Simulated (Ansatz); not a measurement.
Geometry optimisation, RKS PBE0-D4/def2-SVP in Ansatz.

Input file:

```yaml
crystal:
  periodic: [false, false, false]
  atoms:
    - { symbol: Ti, position_ang: [0.0, 0.0, 0.0] }
    - { symbol: O, position_ang: [0.0, 0.0, 1.92] }
    - { symbol: Si, position_ang: [-1.3147, -0.4067, 2.8836] }
    - { symbol: H, position_ang: [-2.239, -1.2403, 2.1204] }
    - { symbol: H, position_ang: [-0.8506, -1.1432, 4.0557] }
    - { symbol: H, position_ang: [-1.9987, 0.8095, 3.3133] }
    - { symbol: F, position_ang: [1.7257, 0.0, -0.6094] }
    - { symbol: O, position_ang: [-0.9043, 1.5667, -0.6394] }
    - { symbol: H, position_ang: [-1.8621, 1.336, -0.8617] }
    - { symbol: Cl, position_ang: [-1.1163, -1.9339, -0.7892] }
basis:
  gaussian: { orbitals: def2-SVP }
hamiltonian:
  xc: pbe0
  dispersion: d4
relax:
  f_tol: 0.02
  max_steps: 40
```

Launched with:

```bash
$ ansatz run input.yaml --threads 4 --pin off --max-ram 5120MiB --backend cpu --events-out ev --progress --plain --runs-dir out
```

Task: Where does it end, and by what steps?

Result: The forces met the threshold. After 15 steps the energy has fallen by 1.242 eV; O2 moved furthest, 0.91 Å.

```tsv
step	energy less start (eV)	largest force component (eV/Å)	accepted
0	0.0000	3.557	yes
1	-0.9824	1.286	yes
2	-1.0923	0.329	yes
3	-1.1310	0.275	yes
4	-1.1754	0.854	yes
5	-1.1939	0.538	yes
6	-1.2249	0.175	yes
7	-1.2334	0.144	yes
8	-1.2288	0.730	no
9	-1.2369	0.070	yes
10	-1.2398	0.026	yes
11	-1.2315	0.407	no
12	-1.2412	0.027	yes
13	-1.2415	0.082	yes
14	-1.2416	0.076	yes
15	-1.2423	0.012	yes
```

```xyz
10
Properties=species:S:1:pos:R:3
Ti -0.128 -0.074 -0.143
O -0.789 -0.099 1.480
Si -1.410 -0.445 2.997
H -2.551 -1.393 2.845
H -0.341 -1.054 3.837
H -1.884 0.826 3.614
F 1.601 0.103 -0.081
O -0.806 1.271 -1.041
H -1.587 1.831 -0.999
Cl -0.666 -1.978 -1.115
```

Whether the end is a true minimum wasn't checked by a vibrational analysis.

The run took 44 s on 4 threads of Intel(R) Xeon(R) CPU @ 2.80GHz (Skylake/Cascade Lake), with other jobs on the host, peak memory 0.39 GiB.
